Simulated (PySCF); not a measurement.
All values below come from PBE-D3(BJ)/def2-TZVP // B3LYP-D3(BJ)/def2-TZVP (PySCF). Gas-phase values, no solvent. One relaxed conformer stands for a flexible species; it need not be the lowest. Excitations are Tamm–Dancoff values on a coarser integration grid. The basis has no diffuse functions, so Rydberg states are missing or too high.

Reference species (SMILES): `C/[SiH]=[SiH]/O` (Si–Si–O–H torsion 129°) (neutral, multiplicity 1).

```json
{
  "brightest of the four lowest singlets (TDA)": "4.17 eV",
  "HOMO–LUMO gap": "2.33 eV",
  "LUMO": "-2.43 eV"
}
```

After one change: the brightest of the four lowest singlets (TDA) goes up by 0.20 eV; the HOMO–LUMO gap rises by 0.18 eV; the LUMO falls by 0.15 eV.

Problem. Name the change that produced these shifts. The new species is one of these.
A) `O=C([SiH3])[SiH3]`
B) `O=C[SiH2][SiH3]` (O–C–Si–Si torsion 94°)
C) `OC[SiH]=[SiH2]` (H–O–C–Si torsion -173°, O–C–Si–Si torsion -106°)
D) `O/[SiH]=C/[SiH3]` (H–O–Si–C torsion 180°)

Solution. C, `OC[SiH]=[SiH2]` (H–O–C–Si torsion -173°, O–C–Si–Si torsion -106°)
